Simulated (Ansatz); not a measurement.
`CS[CH2][GeH3]` and `CSC[SiH2]O` differ in one atom or group.

Ansatz, PBE0-D4/def2-TZVP geometries, multiplicity 1. Each molecule was computed in one conformer, which needn't be the lowest.

Scalar relativity is left out up to krypton.

```csv
property,`CS[CH2][GeH3]`
size of the dipole moment (PBE/def2-TZVPP) / D,1.26
HOMO energy (ωB97M-V/def2-TZVPP) / eV,-8.37
LUMO energy (PBE/def2-TZVPP) / eV,-0.30
size of the dipole moment (B3LYP/def2-TZVPP) / D,1.27
HOMO–LUMO gap (ωB97M-V/def2-TZVPP) / eV,10.64
"ideal-gas entropy at 298 K and 1 bar (rigid rotor, harmonic PBE0-D4/def2-TZVP) / J/(mol·K)",357
```

Question: Give the same properties after the change, and the shifts. (Best estimate.)

Answer: Computed: 
```tsv
property	`CSC[SiH2]O`	shift
size of the dipole moment (PBE/def2-TZVPP) / D	2.03	0.77
HOMO energy (ωB97M-V/def2-TZVPP) / eV	-8.73	-0.36
LUMO energy (PBE/def2-TZVPP) / eV	-0.67	-0.37
size of the dipole moment (B3LYP/def2-TZVPP) / D	2.06	0.79
HOMO–LUMO gap (ωB97M-V/def2-TZVPP) / eV	10.65	0.01
ideal-gas entropy at 298 K and 1 bar (rigid rotor, harmonic PBE0-D4/def2-TZVP) / J/(mol·K)	372	15
```

The zero-point energy changes by 22.6 kJ/mol with +3 modes. Dipoles are sizes alone; their direction can turn. Modes under 60 cm⁻¹, often nearly free rotors, make the harmonic entropy too high.

Positive LUMOs are unbound, so they and the gaps depend on the basis.

B3LYP here is the variant with VWN-RPA as its local correlation; programs differ in this.
